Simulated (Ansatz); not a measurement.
Species: CH$_{5}$GaN, charge 0, doublet. CH5GaN (SMILES [CH3][Ga][NH2], doublet).
B3LYP-D3(BJ)/def2-TZVP minimum from Ansatz (a quantum-chemistry and plane-wave program):
```xyz
8

Ga     0.2369     0.1743     0.2778
C     -0.6462     1.1116    -1.2803
H     -1.7212     1.1375    -1.0936
H     -0.4482     0.5282    -2.1814
H     -0.2745     2.1253    -1.4071
N     -0.0910    -1.6390     0.4089
H     -0.6607    -2.1575    -0.2442
H      0.2752    -2.2328     1.1351
```
Charge 0, spin multiplicity 2.

Total energies in hartree (Ansatz). Open shells are spin-unrestricted; no spin-orbit coupling. Correlated methods leave the cores frozen (noble-gas shells, and filled d and f shells in the p block). No relativity. Where a partner has so few electrons that a lower coupled-cluster level is exact, that level stands in. The spin of CH5GaN ([CH3][Ga][NH2], doublet) was assumed, and the state is the lowest solution found for it.

| species | HF/cc-pVTZ | CCSD(T)/cc-pVTZ | HF/cc-pVQZ | CCSD(T)/cc-pVQZ | CCSD(T)/cc-pVDZ | CCSDT(Q)/cc-pVDZ |
|---|---|---|---|---|---|---|
| 1: CH5GaN (SMILES [CH3][Ga][NH2], doublet) | -2018.54552 | -2019.05032 | -2018.55625 | -2019.08801 | -2018.85502 | -2018.85698 |
| 2: Ga (doublet) | -1923.26189 | -1923.30928 | -1923.26422 | -1923.31345 | -1923.23626 | -1923.23650 |
| 3: C (triplet) | -37.69157 | -37.78076 | -37.69331 | -37.78654 | -37.76038 | -37.76071 |
| 4: H (doublet) | -0.49981 | -0.49981 | -0.49995 | -0.49995 | -0.49928 | -0.49928 |
| 5: N (quartet) | -54.40069 | -54.51471 | -54.40372 | -54.52482 | -54.47850 | -54.47866 |

Question: Work out the atomisation energy (electronic, to ground-state atoms) in kcal/mol: take Hartree-Fock from cc-pVQZ, extrapolate the CCSD(T) correlation energy as X^-3 (X = 3, 4), and add CCSDT(Q) - CCSD(T) in cc-pVDZ. 1 hartree = 627.51 kcal/mol.

Answer: 
Species 1: correlation (64·(-0.53176) - 27·(-0.50480))/37 = -0.55143; step -0.00196; E1 = -2018.55625 + (-0.55143) + (-0.00196) = -2019.10964
Species 2: correlation (64·(-0.04923) - 27·(-0.04739))/37 = -0.05057; step -0.00024; E2 = -1923.26422 + (-0.05057) + (-0.00024) = -1923.31503
Species 3: correlation (64·(-0.09323) - 27·(-0.08919))/37 = -0.09618; step -0.00033; E3 = -37.69331 + (-0.09618) + (-0.00033) = -37.78982
Species 4: correlation (64·(0.00000) - 27·(0.00000))/37 = 0.00000; step +0.00000; E4 = -0.49995 + (0.00000) + (+0.00000) = -0.49995
Species 5: correlation (64·(-0.12110) - 27·(-0.11402))/37 = -0.12627; step -0.00016; E5 = -54.40372 + (-0.12627) + (-0.00016) = -54.53015
-1·E1 +1·E2 +1·E3 +5·E4 +1·E5 = 0.97489 hartree = 611.8 kcal/mol.
